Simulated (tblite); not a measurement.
Record of a relaxation.

C6H11NSSi.
Atom-mapped SMILES: `[H]/[N:5]=[C:4](/[C:3]#[C:2][CH3:1])[CH2:6][CH2:7][S:8][SiH3:9]` (hydrogens: H10, H11, H12 on C1; H13 on N5; H14, H15 on C6; H16, H17 on C7; H18, H19, H20 on Si9)

Computed with GFN2-xTB (tblite), gas phase: L-BFGS steps from a force-field or distance-geometry start until the largest atomic force falls under 0.01 eV/Å. 9 of its 149 geometries are shown.

Step 0: E = -714.8784 eV, largest atomic force 2.805 eV/Å
```
atom  x, y, z in Å  |  force x, y, z in eV/Å
C1      4.284   -0.129    1.491   -1.179  -0.096   0.021
C2      3.011   -0.327    0.735    2.488   0.419   1.174
C3      2.006   -0.504    0.119   -2.154  -0.025  -1.211
C4      0.796   -0.691   -0.662    0.682  -2.274  -1.494
N5      0.822   -1.689   -1.493    0.377   0.685   0.754
C6     -0.414    0.160   -0.509    0.191   0.875   1.466
C7     -1.481   -0.302   -1.449   -0.208  -1.105  -0.085
S8     -2.960    0.697   -1.312   -0.685   0.756  -0.575
Si9    -3.821    0.392    0.607   -0.847   0.491   0.677
H10     4.632    0.923    1.412   -0.333  -0.691   0.047
H11     4.049   -0.379    2.552    0.314   0.302  -0.651
H12     5.076   -0.804    1.142   -0.386   0.215  -0.032
H13     0.014   -1.936   -2.107    0.833   0.672   0.955
H14    -0.823    0.017    0.526    0.484   0.183  -0.478
H15    -0.163    1.243   -0.582   -0.190  -0.602  -0.213
H16    -1.748   -1.350   -1.183   -0.024   0.466  -0.133
H17    -1.164   -0.320   -2.503   -0.210   0.433   0.244
H18    -2.798   -0.037    1.533    0.172  -0.266   0.087
H19    -4.976   -0.513    0.516    0.341  -0.005  -0.072
H20    -4.349    1.677    1.162    0.335  -0.433  -0.480
```

Step 18: E = -715.4179 eV, largest atomic force 0.117 eV/Å
```
atom  x, y, z in Å  |  force x, y, z in eV/Å
C1      4.205   -0.126    1.484   -0.025   0.006  -0.017
C2      2.983   -0.306    0.733    0.056  -0.001   0.024
C3      1.964   -0.454    0.109    0.051  -0.011   0.011
C4      0.834   -0.769   -0.699    0.100  -0.052   0.031
N5      0.973   -1.739   -1.495   -0.019   0.011   0.027
C6     -0.389    0.103   -0.479    0.099  -0.004   0.008
C7     -1.544   -0.292   -1.379    0.041  -0.032  -0.026
S8     -2.970    0.844   -1.259   -0.030   0.077  -0.007
Si9    -3.854    0.413    0.645    0.038  -0.031   0.009
H10     4.560    0.901    1.394   -0.055  -0.014   0.019
H11     4.037   -0.356    2.537   -0.018   0.037  -0.047
H12     4.976   -0.795    1.098   -0.064   0.012  -0.001
H13     0.164   -1.970   -2.062   -0.038   0.012  -0.037
H14    -0.663    0.042    0.578   -0.039  -0.050   0.005
H15    -0.113    1.143   -0.670    0.028   0.028  -0.046
H16    -1.887   -1.307   -1.182   -0.060  -0.021   0.080
H17    -1.239   -0.220   -2.423   -0.021   0.008  -0.065
H18    -2.804   -0.122    1.505   -0.030   0.019   0.013
H19    -4.913   -0.581    0.495    0.029   0.028  -0.032
H20    -4.326    1.718    1.068   -0.042  -0.023   0.052
```

Step 37: E = -715.4557 eV, largest atomic force 0.083 eV/Å
```
atom  x, y, z in Å  |  force x, y, z in eV/Å
C1      4.159   -0.078    1.502   -0.020  -0.008  -0.006
C2      2.970   -0.335    0.723    0.003  -0.001   0.004
C3      1.994   -0.568    0.059    0.005   0.008   0.004
C4      0.861   -0.864   -0.752    0.022  -0.012  -0.002
N5      0.955   -1.828   -1.562   -0.019  -0.012   0.001
C6     -0.321    0.060   -0.518    0.011   0.022   0.009
C7     -1.557   -0.267   -1.336   -0.012   0.013  -0.009
S8     -2.827    1.041   -1.134   -0.055   0.022   0.058
Si9    -3.829    0.435    0.665    0.048  -0.021  -0.061
H10     4.462    0.965    1.403   -0.028  -0.025  -0.034
H11     3.974   -0.284    2.557   -0.037  -0.014  -0.031
H12     4.965   -0.722    1.151    0.005   0.032   0.021
H13     0.131   -2.008   -2.129   -0.022   0.006   0.005
H14    -0.561    0.042    0.549    0.011  -0.006   0.008
H15    -0.002    1.079   -0.755    0.038   0.015   0.002
H16    -1.999   -1.225   -1.062    0.015   0.001   0.025
H17    -1.341   -0.265   -2.405    0.058  -0.005  -0.009
H18    -2.818   -0.106    1.568   -0.021  -0.010   0.005
H19    -4.792   -0.597    0.294    0.009   0.003   0.045
H20    -4.428    1.651    1.181   -0.011  -0.008  -0.035
```

Step 56: E = -715.4669 eV, largest atomic force 0.027 eV/Å
```
atom  x, y, z in Å  |  force x, y, z in eV/Å
C1      4.122   -0.064    1.500   -0.002   0.003  -0.002
C2      2.972   -0.377    0.689   -0.001  -0.009  -0.006
C3      2.016   -0.642    0.008   -0.012   0.014   0.004
C4      0.863   -0.909   -0.781   -0.007   0.002  -0.007
N5      0.888   -1.880   -1.585    0.004  -0.010   0.001
C6     -0.269    0.071   -0.522   -0.012   0.002   0.004
C7     -1.532   -0.225   -1.310   -0.001   0.004  -0.013
S8     -2.782    1.097   -1.079    0.004  -0.011   0.017
Si9    -3.820    0.420    0.667    0.007   0.001  -0.005
H10     4.377    0.990    1.387    0.004   0.003   0.006
H11     3.897   -0.260    2.549    0.009  -0.001  -0.001
H12     4.974   -0.672    1.198   -0.010  -0.005   0.002
H13     0.041   -2.019   -2.129    0.001  -0.010   0.009
H14    -0.485    0.065    0.551    0.005   0.004   0.014
H15     0.090    1.075   -0.769   -0.003  -0.003  -0.015
H16    -1.977   -1.176   -1.017   -0.006   0.010  -0.010
H17    -1.334   -0.232   -2.382    0.021   0.007  -0.015
H18    -2.826   -0.100    1.601   -0.002   0.016   0.013
H19    -4.731   -0.650    0.274    0.009   0.007   0.002
H20    -4.486    1.616    1.147   -0.009  -0.022   0.003
```

Step 74: E = -715.4715 eV, largest atomic force 0.051 eV/Å
```
atom  x, y, z in Å  |  force x, y, z in eV/Å
C1      4.106   -0.065    1.498    0.016  -0.007   0.003
C2      2.963   -0.384    0.680    0.007   0.002  -0.002
C3      2.013   -0.656   -0.006   -0.014  -0.006   0.038
C4      0.851   -0.932   -0.777    0.012   0.031  -0.039
N5      0.852   -1.935   -1.541   -0.011  -0.018  -0.003
C6     -0.253    0.085   -0.544   -0.020   0.010   0.004
C7     -1.517   -0.178   -1.341   -0.029   0.008   0.010
S8     -2.769    1.129   -1.039   -0.002   0.010   0.003
Si9    -3.804    0.404    0.692    0.020   0.000  -0.034
H10     4.360    0.989    1.386   -0.004  -0.006   0.017
H11     3.873   -0.266    2.544    0.014   0.020   0.002
H12     4.961   -0.671    1.203    0.012  -0.009  -0.006
H13    -0.002   -2.083   -2.072   -0.017   0.005  -0.002
H14    -0.477    0.100    0.527   -0.011  -0.013   0.012
H15     0.138    1.075   -0.799    0.003  -0.002  -0.012
H16    -1.963   -1.141   -1.090   -0.009  -0.004   0.007
H17    -1.320   -0.137   -2.413    0.003   0.001   0.011
H18    -2.820   -0.022    1.681    0.023   0.004   0.004
H19    -4.619   -0.734    0.280    0.002  -0.017   0.003
H20    -4.579    1.550    1.128    0.006  -0.008  -0.017
```

Step 92: E = -715.4772 eV, largest atomic force 0.050 eV/Å
```
atom  x, y, z in Å  |  force x, y, z in eV/Å
C1      4.113   -0.091    1.490    0.004   0.008   0.004
C2      2.950   -0.398    0.695    0.007  -0.007   0.006
C3      1.981   -0.653    0.028    0.011  -0.015   0.021
C4      0.815   -0.925   -0.739    0.000   0.013  -0.006
N5      0.789   -1.955   -1.468    0.008  -0.013  -0.011
C6     -0.273    0.116   -0.547   -0.026   0.020   0.005
C7     -1.519   -0.132   -1.378   -0.031   0.030   0.008
S8     -2.786    1.154   -1.058   -0.008  -0.010  -0.008
Si9    -3.753    0.377    0.688   -0.012   0.002  -0.048
H10     4.371    0.962    1.377    0.011  -0.005  -0.004
H11     3.905   -0.287    2.542   -0.013  -0.006  -0.009
H12     4.958   -0.703    1.177   -0.022   0.008  -0.012
H13    -0.070   -2.092   -1.994    0.012  -0.014  -0.008
H14    -0.533    0.140    0.515    0.024  -0.008   0.018
H15     0.140    1.097   -0.798    0.005   0.000   0.005
H16    -1.970   -1.102   -1.165    0.017  -0.004   0.011
H17    -1.299   -0.059   -2.443   -0.006  -0.005  -0.005
H18    -2.744    0.112    1.706    0.016   0.010   0.033
H19    -4.409   -0.872    0.313    0.004  -0.002  -0.004
H20    -4.671    1.437    1.054   -0.001  -0.002   0.005
```

Step 111: E = -715.4796 eV, largest atomic force 0.057 eV/Å
```
atom  x, y, z in Å  |  force x, y, z in eV/Å
C1      4.115   -0.108    1.484    0.016  -0.005  -0.011
C2      2.943   -0.403    0.697   -0.006   0.002   0.038
C3      1.966   -0.655    0.043   -0.008  -0.017   0.006
C4      0.802   -0.919   -0.729    0.012  -0.010  -0.029
N5      0.778   -1.949   -1.458    0.026   0.028  -0.020
C6     -0.280    0.130   -0.540   -0.003  -0.007  -0.006
C7     -1.521   -0.118   -1.376    0.000   0.004  -0.008
S8     -2.799    1.157   -1.067    0.013  -0.009  -0.031
Si9    -3.742    0.375    0.685   -0.054  -0.018   0.004
H10     4.384    0.942    1.371   -0.001   0.001   0.011
H11     3.918   -0.312    2.537   -0.017   0.010  -0.015
H12     4.946   -0.728    1.154    0.030  -0.007  -0.001
H13    -0.069   -2.081   -2.004   -0.013  -0.009   0.025
H14    -0.540    0.152    0.523    0.013   0.007  -0.003
H15     0.142    1.109   -0.790   -0.013  -0.013   0.012
H16    -1.961   -1.095   -1.166   -0.014   0.013   0.013
H17    -1.295   -0.047   -2.440   -0.001   0.008  -0.013
H18    -2.754    0.253    1.752    0.011  -0.011   0.012
H19    -4.280   -0.939    0.340    0.029   0.017   0.015
H20    -4.760    1.362    0.981   -0.019   0.016   0.004
```

Step 130: E = -715.4831 eV, largest atomic force 0.029 eV/Å
```
atom  x, y, z in Å  |  force x, y, z in eV/Å
C1      4.139   -0.145    1.482    0.001   0.005   0.000
C2      2.956   -0.415    0.702    0.010   0.003   0.000
C3      1.974   -0.637    0.043   -0.007  -0.001  -0.005
C4      0.815   -0.889   -0.742    0.002   0.001   0.002
N5      0.816   -1.892   -1.508    0.004   0.002  -0.002
C6     -0.292    0.130   -0.526    0.000  -0.010   0.001
C7     -1.530   -0.138   -1.362    0.000   0.001  -0.002
S8     -2.825    1.127   -1.088    0.004   0.013  -0.010
Si9    -3.772    0.402    0.689   -0.010   0.000   0.027
H10     4.421    0.902    1.378    0.000   0.014   0.002
H11     3.949   -0.355    2.534   -0.015  -0.006   0.000
H12     4.963   -0.771    1.139   -0.003  -0.010  -0.004
H13    -0.030   -2.027   -2.054   -0.001  -0.001   0.002
H14    -0.546    0.129    0.539   -0.002  -0.004   0.006
H15     0.104    1.122   -0.761   -0.005  -0.008  -0.002
H16    -1.965   -1.113   -1.137    0.007   0.003  -0.005
H17    -1.301   -0.079   -2.427    0.000  -0.001   0.004
H18    -2.840    0.479    1.811    0.003   0.002  -0.008
H19    -4.134   -0.990    0.439    0.002   0.003   0.001
H20    -4.909    1.287    0.848    0.010  -0.006  -0.007
```

Step 148: E = -715.4837 eV, largest atomic force 0.010 eV/Å
```
atom  x, y, z in Å  |  force x, y, z in eV/Å
C1      4.137   -0.151    1.480   -0.004  -0.001   0.002
C2      2.959   -0.407    0.689   -0.002  -0.005   0.007
C3      1.974   -0.630    0.035   -0.004  -0.002  -0.007
C4      0.812   -0.886   -0.745   -0.002   0.004   0.000
N5      0.814   -1.888   -1.512    0.002   0.008  -0.002
C6     -0.300    0.125   -0.520    0.000  -0.003  -0.003
C7     -1.532   -0.135   -1.368    0.000  -0.004  -0.003
S8     -2.831    1.126   -1.097    0.006   0.002  -0.002
Si9    -3.759    0.409    0.695   -0.004   0.003   0.008
H10     4.429    0.895    1.390   -0.008   0.002  -0.003
H11     3.931   -0.371    2.527    0.003   0.005   0.007
H12     4.958   -0.781    1.141   -0.002   0.000  -0.005
H13    -0.035   -2.028   -2.052    0.002  -0.004   0.001
H14    -0.562    0.108    0.543    0.004  -0.006  -0.003
H15     0.093    1.122   -0.739    0.000  -0.002   0.005
H16    -1.968   -1.112   -1.156    0.000  -0.001  -0.003
H17    -1.292   -0.067   -2.430   -0.001   0.003   0.001
H18    -2.842    0.563    1.822    0.000   0.006  -0.003
H19    -4.049   -1.004    0.480   -0.002  -0.005   0.002
H20    -4.941    1.239    0.816    0.010  -0.001   0.001
```

Question: Summarise the path.

Answer: The energy falls by 13.96 kcal/mol from step 0 to step 148; nine tenths of that is first reached at step 21. It falls at every step. The largest force goes from 2.805 to 0.010 eV/Å. Among the bonds C1–C2 changes most, from 1.494 to 1.442 Å; the atoms move by 0.395 Å rms after alignment.

Question: Follow the three bonds and two angles with the largest change from start to end.

Answer: 
```csv
step,E above end (kcal/mol),largest force (eV/Å),C1–C2 (Å),Si9–H20 (Å),C7–S8 (Å),C3–C4–C6 (°),H19–Si9–H20 (°)
0,13.96,2.805,1.494,1.496,1.790,123.2,105.9
6,3.66,0.313,1.441,1.448,1.844,117.5,110.4
13,1.83,0.143,1.439,1.450,1.837,116.2,113.7
19,1.46,0.123,1.445,1.448,1.828,115.6,113.9
26,1.10,0.116,1.442,1.452,1.830,114.5,112.5
32,0.83,0.130,1.442,1.453,1.840,113.9,113.1
39,0.61,0.057,1.442,1.450,1.836,113.8,114.2
45,0.47,0.066,1.443,1.449,1.833,113.1,113.6
51,0.42,0.045,1.442,1.449,1.834,112.8,113.8
58,0.38,0.035,1.442,1.451,1.834,112.7,114.0
64,0.35,0.042,1.443,1.449,1.834,112.4,113.4
71,0.31,0.053,1.442,1.450,1.834,112.6,113.3
77,0.26,0.040,1.442,1.450,1.834,112.2,114.0
84,0.22,0.039,1.443,1.449,1.835,112.8,113.8
90,0.17,0.046,1.443,1.449,1.833,112.7,113.8
97,0.13,0.027,1.442,1.449,1.832,112.8,114.2
103,0.12,0.013,1.442,1.448,1.832,112.7,114.2
109,0.11,0.053,1.442,1.449,1.832,112.7,114.2
116,0.05,0.028,1.442,1.448,1.830,113.0,113.9
122,0.03,0.027,1.442,1.449,1.831,113.2,114.1
129,0.02,0.038,1.442,1.450,1.832,113.3,114.1
135,0.01,0.011,1.442,1.449,1.832,113.4,113.8
142,0.01,0.018,1.442,1.449,1.831,113.4,113.7
148,0.00,0.010,1.442,1.450,1.831,113.4,113.9
```

What follows is the cost of the whole relaxation. Hardware: one thread of an Intel Xeon Platinum 8488C, shared host with 96 logical CPUs at a one-minute load of 27. Cost: 1.5 s wall.
